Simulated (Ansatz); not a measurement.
Energy profile

The step: SiNH₅S ([NH2][SiH2][SH]) + H₂O → SiNH₅O ([NH2][SiH2][OH]) + H₂S; bonds formed: Si1–O7, S2–H6; bonds broken: Si1–S2, H6–O7 (atoms numbered as in the saddle structure below).

Si1  (-0.623, 0.169, -0.128)
S2  (-0.014, -1.288, 1.967)
H3  (-1.684, -0.620, -0.820)
H4  (-1.380, 0.975, 0.873)
N5  (0.206, 1.459, -0.866)
H6  (0.709, -1.426, 0.574)
O7  (0.713, -1.009, -0.618)
H8  (0.805, -0.327, 2.425)
H9  (0.935, 1.350, -1.549)
H10  (-0.029, 2.415, -0.666)
H11  (0.361, -1.698, -1.193)
(Å)

Electronic energies by CCSD(T) at an estimated basis limit (MP2 extrapolated from triple and quadruple zeta, plus CCSD(T) − MP2 in triple zeta), on PBE0-D4/def2-TZVP structures; SiNH7SO, closed shell; no counterpoise correction. Program: Ansatz 0.2.0. Basis: def2-TZVPP and def2-QZVPP. Cores are frozen in the correlated methods. Extrapolation: Hartree–Fock as exp(−7.88 √X), correlation as X^−2.97.

Problem. Give the profile in kJ/mol, counted from the separated reactants. (To be estimated.)

Solution. Computed:
| point | kJ/mol |
| --- | --- |
| separated: SiNH5S (linked as [NH2][SiH2][SH]; Si1, S2, H3, H4, N5, H8, H9, H10; singlet) + H2O (H6, O7, H11; singlet) | 0.0 |
| start structure | -25.6 |
| saddle | 113.6 |
| end structure | -52.9 |
| separated: SiNH5O (linked as [NH2][SiH2][OH]; Si1, H3, H4, N5, O7, H9, H10, H11; singlet) + H2S (S2, H6, H8; singlet) | -38.2 |

The T1 diagnostic stays at or below 0.012.

For scale, one of the runs: CCSD(T)/def2-TZVPP, 244 basis functions, launched by `ansatz run in.yaml --threads 4 --pin off --events-out ev --progress --plain --max-ram 9574MiB`. Hardware: 4 CPU threads of an AMD EPYC 9R14, shared host. Wall time 74 s; peak host memory 4.7 GiB.
